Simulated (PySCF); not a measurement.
Start geometry of `C[C@]1(F)CC(=O)[SiH2][SiH2]1` from GFN2-xTB (Å):
```
atom  x, y, z in Å
C1    -2.051    0.162    0.820
C2    -0.810    0.081   -0.051
F3    -1.244    0.101   -1.392
C4    -0.065   -1.238    0.144
C5     1.224   -1.311   -0.656
O6     1.616   -2.334   -1.161
Si7    2.188    0.372   -0.780
Si8    0.423    1.583    0.091
H9    -2.705   -0.691    0.645
H10   -2.604    1.070    0.589
H11   -1.766    0.183    1.868
H12    0.213   -1.327    1.198
H13   -0.702   -2.089   -0.115
H14    3.384    0.239    0.058
H15    2.617    0.567   -2.163
H16   -0.204    2.695   -0.622
H17    0.478    1.949    1.515
```

Question: What comes out of this run: PBE0-D3(BJ)/def2-SVP geometry optimisation, gas phase (PySCF 2.14.0)?

Answer: 
```
atom  x, y, z in Å
C1    -2.180    0.354    0.629
C2    -0.821    0.280   -0.026
F3    -1.007    0.299   -1.425
C4    -0.068   -1.008    0.274
C5     1.262   -1.087   -0.471
O6     1.731   -2.129   -0.850
Si7    2.131    0.660   -0.733
Si8    0.358    1.791    0.267
H9    -2.794   -0.512    0.335
H10   -2.708    1.271    0.327
H11   -2.084    0.355    1.724
H12    0.166   -1.056    1.354
H13   -0.669   -1.898    0.025
H14    3.442    0.681   -0.021
H15    2.329    0.914   -2.188
H16   -0.207    3.019   -0.360
H17    0.572    2.006    1.733
```

The energy falls by 0.117 eV over 10 energy and gradient evaluations, the largest force component goes from 0.0114 to 2.8e-04 Eh/bohr, and the atoms move by 0.212 Å rms after alignment. Among the bonds, Si7–H15 and Si8–H16 change most and about equally (+0.028 to +0.029 Å). Bonds longer at the end by more than 0.005 Å: 12 of 17; shorter: 3. Among the angles that change most is Si7–Si8–H17, from 117.8° to 112.4°. Among the dihedrals that turn most is F3–C2–Si8–H17, from 157° to 175°. Rotational constants go from 1929, 1273, 924.7 to 1927, 1291, 941.4 MHz. The orientation of the end geometry is arbitrary; only internal coordinates are fixed.

The run used 165 basis functions and 66 SCF cycles in all. Time: 1.7 min; peak memory 0.69 GiB. Hardware: one thread of an Arm Neoverse V1, on a shared host.

No frequency check. The numbers are those of one conformer.
